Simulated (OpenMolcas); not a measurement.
## What dynamic correlation does to the levels of As3+

```json
{"Program": "OpenMolcas 26.06", "Basis": "ANO-RCC-VQZP [7s6p4d2f1g]", "Scalar Hamiltonian": "DKH2, point nucleus", "Active space": "2 electrons in 4 orbitals (4s 4p)", "State averaging": "2S+1 = 3 even, 3 roots; 2S+1 = 1 even, 7 roots; 2S+1 = 3 odd, 3 roots; 2S+1 = 1 odd, 3 roots", "Spin-orbit coupling": "RASSI with atomic mean-field integrals over the reference wave functions, term energies averaged over their components"}
```

Methods on the same reference wave functions:
A. CASSCF
B. SS-CASPT2, IPEA 0.25 Eh, imaginary shift 0.1 Eh (closed shells correlated: 3d)
C. MS-CASPT2, IPEA 0.25 Eh, imaginary shift 0.1 Eh (closed shells correlated: 3d)

Energies in cm⁻¹ above 4s² ¹S₀, the measured ground level; measured values from Moore, Atomic Energy Levels, vol. II, NSRDS-NBS 35 (1971 reprint of NBS Circular 467, 1952).

| Level | A | B | C | Measured |
| --- | --- | --- | --- | --- |
| 4s² ¹S₀ | 0.0 | 0.0 | 0.0 | 0.0 |
| 4s 4p ³P°₀ | 72483 | 73496 | 73591 |  |
| 4s 4p ³P°₁ | 73495 | 74501 | 74595 | 76962 |
| 4s 4p ³P°₂ | 75637 | 76650 | 76744 | 79492 |
| 4s 4p ¹P°₁ | 120245 | 113034 | 113128 | 112022 |
| 4p² ³P₀ | 177468 | 178307 | 178400 |  |
| 4p² ³P₁ | 178676 | 179573 | 179667 | 181468 |
| 4p² ³P₂ [70 %] | 180534 | 180672 | 180766 | 184394 |
| 4p² ¹D₂ [70 %] | 192400 | 183791 | 183885 |  |
| 4p² ¹S₀ | 218680 | 209980 | 210170 | 211683 |

Deviations, from unrounded energies. A percentage is the sum of absolute deviations over the sum of measured energies, with the sign that they share, or ± where signs differ.

```tsv
Against measurement	Levels	A	B	C
mean absolute deviation (cm-1)	6	4900	2300	2200
other configurations (%)	6	±3.5	±1.6	±1.6
```

B, C lie about equally close to measurement and A furthest from it. The largest miss of C in the table is 4p² ³P₂ [70 %], by -3600 cm-1. The ranking rests on the paired levels alone, and a cruder setting can come out closer through cancelling errors.

Between B and C the level of the table that moves most is 4p² ¹S₀, by 190 cm-1 (lowest in B, highest in C).

The lowest spin-free term lies below A's lowest term by 0.084 hartree in B, 0.085 hartree in C.

Over all roots computed the reference weight is 0.93 to 0.99 in B, 0.93 to 0.99 in C; the roots of lowest weight are the least certain, and an intruder state may touch them. The ¹D term of p² mixes with s d, which this space lacks. Measured partners are found by configuration, term and J. A level has none where our copy of the source lacks it or the pairing is in doubt (some pairs that miss far off the trend of their configuration count as doubtful), and it then counts in no deviation. Levels of configurations outside the active space are missing.

A share in square brackets marks a mixed level and gives the weight of the term that names it, the lowest over the columns. ° marks odd parity.
